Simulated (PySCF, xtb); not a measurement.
B(H)(SH)2 (BH3S2), SMILES SBS. The values are those of a single conformer.

Harmonic wavenumbers (cm⁻¹) from GFN2-xTB in xtb at its own minimum, in rising order: 232, 331, 361, 648, 679, 755, 875, 882, 1040, 2445, 2448, 2673.

Problem. What does PBE-D3(BJ)/def2-TZVP run with PySCF give at its own minimum? (An estimate is asked for; the answer gives what the named calculation found.)

Solution. 232, 307, 426, 642, 744, 753, 858, 902, 1061, 2609, 2626, 2627. Paired by order, the mean absolute difference is 51 cm⁻¹ and the zero-point energies are 19.1 and 19.7 kcal/mol.
